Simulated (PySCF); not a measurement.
Problem. Write Cartesian coordinates for `[BH2][Ge@H]([Cl])[B](Cl)Cl` as optimised with PBE0-D3(BJ)/def2-SVP.

Solution. 
```
atom  x, y, z in Å
B1    -1.0427    0.1783    0.2903
Ge2    0.6536    0.7028   -0.7366
Cl3    0.3567    0.5325   -2.8903
B4     2.2874   -0.4704   -0.2381
Cl5    2.8354   -0.4418    1.4218
Cl6    3.1024   -1.4747   -1.3968
H7    -2.0416   -0.1735   -0.2836
H8    -1.0203    0.2153    1.4967
H9     1.0136    2.1812   -0.4689
```

Orientation and origin are arbitrary. Atoms count from 1 in this order. B1 (three-coordinate boron) is planar (angles 121.5°, 120.0° and 118.5°, sum 360.0°, 0.01 Å off the plane of its three neighbours). B4 (three-coordinate boron) is planar (angles 122.5°, 119.7° and 117.8°, sum 360.0°, 0.01 Å off the plane of its three neighbours). The 2 B–Ge bonds span 2.051 Å (B1–Ge2, drawn single) to 2.072 Å (Ge2–B4, drawn single), a spread of 0.021 Å. Ge2 (germanium bonded to 2 B, Cl and H) is tetrahedral (angles from 106.1° to 112.8°).

Bonds between heavy atoms (Å): B1–Ge2 2.051, Ge2–Cl3 2.181, Ge2–B4 2.072, B4–Cl5 1.748, B4–Cl6 1.737.

Method used: PySCF 2.14.0, PBE0-D3(BJ)/def2-SVP geometry optimisation, gas phase.

Point group: C1 (no symmetry element, even within 0.4 Å). PBE0-D3(BJ)/def2-SVP frequencies: not computed here. One conformer, not necessarily the lowest (H–B1–Ge2–Cl3 0° and 179°, B1–Ge2–B4–Cl5 -61°).

On Arm Neoverse V2, one thread, no GPU (shared host), this took 2.3 min and 0.55 GiB of memory at its peak. This is the geometry optimisation.
